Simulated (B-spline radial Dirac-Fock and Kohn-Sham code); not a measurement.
## K-line shifts caused by a second vacancy in Sm³⁵⁺

System: samarium as Sm³⁵⁺, configuration 1s2 2s2 2p6 3s2 3p6 3d9.

Level of theory: Dirac-Fock (average of configuration) total-energy differences with a finite nucleus, the Breit interaction including its frequency dependence, and self-energy and vacuum-polarisation corrections; a radial B-spline solver. Each two-hole energy is an average over J within one jj subconfiguration, not an observable level; in light atoms, where LS coupling holds, the j-resolved values are not observed lines, and for a K spectator the Kα1 hypersatellite is nearly forbidden. Electron correlation is not included.

Lines without a spectator: Kα2 (K-L2) 39557.0 eV, Kα1 (K-L3) 40156.8 eV, Kβ3 (K-M2) 45442.2 eV, Kβ1 (K-M3) 45573.2 eV. Shifts in eV with one spectator hole (a dash: not computed, or left out as unreliable):

```tsv
spectator hole	Kα2	Kα1	Kβ3	Kβ1
K (1s)	+764.0	+803.2	+987.4	+996.8
L2 (2p1/2)	+93.0	+120.5	–	+246.0
L3 (2p3/2)	+81.3	+84.9	+203.7	–
M2 (3p1/2)	–	+19.47	+43.4	+50.7
M3 (3p3/2)	+13.07	–	+41.3	+41.4
```
